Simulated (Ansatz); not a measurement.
# A basis-limit estimate, worked out

An elementary step of BH$_{3}$Cl$_{2}$O, closed shell (BHCl₂ ([Cl][BH][Cl]) + H₂O → BHCl₂O ([OH][B]([Cl])[Cl]) + H₂; B–H, H–O broken or loosened, B–O, H–H formed or tightened). “Start” and “end” are the PBE0-D4/def2-TZVP structures reached by relaxing down either side of its saddle point, with the molecules still in contact.

Ansatz 0.2.0; basis: def2-TZVPP and def2-QZVPP; cores frozen in the correlated methods.

Energies in eV:

| quantity | end | start |
| --- | --- | --- |
| Hartree–Fock, triple zeta (X = 3) | -27768.54987 | -27767.66812 |
| Hartree–Fock, quadruple zeta (X = 4) | -27769.37880 | -27768.48711 |
| MP2 correlation, X = 3 | -20.24845 | -20.43626 |
| MP2 correlation, X = 4 | -22.06080 | -22.27114 |
| CCSD(T) correlation, X = 3 | -22.21057 | -22.39712 |

(1) Work out the step energy at the basis limit: extrapolate Hartree–Fock as E(X) = E∞ + A exp(−7.88 √X) and the MP2 correlation as E(X) = E∞ + B X^−2.97 (the exponents that Neese and Valeev fitted for def2-TZVPP and QZVPP), then add CCSD(T) − MP2 in triple zeta.

No T1 diagnostic of these runs exceeds 0.012.

Results:

(1) Each step is linear, so take the differences first (end − start): Hartree–Fock -0.88175 (X = 3) and -0.89169 (X = 4); MP2 correlation 0.18781 and 0.21034; CCSD(T) correlation 0.18655.
Two points give E∞ = E(4) + w [E(4) − E(3)], with w = 1/(exp(7.88 (2 − √3)) − 1) = 0.1377 for Hartree–Fock and w = 1/((4/3)^2.97 − 1) = 0.7407 for the correlation.
Hartree–Fock: -0.89169 + 0.1377 × (-0.00994) = -0.8931 eV.
MP2 correlation: 0.21034 + 0.7407 × 0.02253 = 0.2270 eV.
CCSD(T) − MP2: 0.18655 − 0.18781 = -0.0013 eV.
Sum: -0.8931 + 0.2270 + (-0.0013) = -0.6674 eV, or -15.39 kcal/mol. Plain CCSD(T) in triple zeta gives -0.6952 eV, so the larger basis shifts the result by 0.0278 eV.

The step is the kind of ligand exchange by which a precursor binds to a hydroxyl group, or is hydrolysed, in atomic layer deposition of oxides.

Labels in which every atom is bracketed show which atoms are joined, not bond orders.

For scale, one of the runs: CCSD(T)/def2-TZVPP, 188 basis functions, launched by `ansatz run in.yaml --threads 2 --pin off --events-out ev --progress --plain --max-ram 4352MiB`. Time: 51 s of wall clock on 2 CPU threads of an Arm Neoverse V2; the host was shared. Peak host memory: 1.9 GiB.
